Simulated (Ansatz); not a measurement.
Molecule: GaI2 (charge +1, singlet). It need not be the lowest isomer of its formula. 
Coordinates optimised at B3LYP-D3(BJ)/def2-TZVP (Ansatz, a first-principles code):
```
Ga
I 1 2.3869
I 1 2.3869 2 180.00
```
Charge +1, spin multiplicity 1.

Basis-set convergence of Hartree-Fock and CCSD(T) correlation energies (hartree) with Ansatz. Correlated levels leave the core frozen unless marked. No spin-orbit coupling. Frozen are the shells of the preceding noble gas and the d and f shells that filled before the atom's block. Past Kr the def2 sets carry scalar-relativistic core potentials.

| basis | functions | E(HF) | E(corr, CCSD(T)) | rough core time |
|---|---|---|---|---|
| def2-SVPD | 108 | -2516.14798 | -0.27450 | under 20 s |
| def2-TZVPPD | 172 | ___ | ___ | 24 s |

**Question.** Fill in the missing entries.

**Answer.** 
- def2-TZVPPD, E(HF): -2516.41682
- def2-TZVPPD, E(corr, CCSD(T)): -0.36319
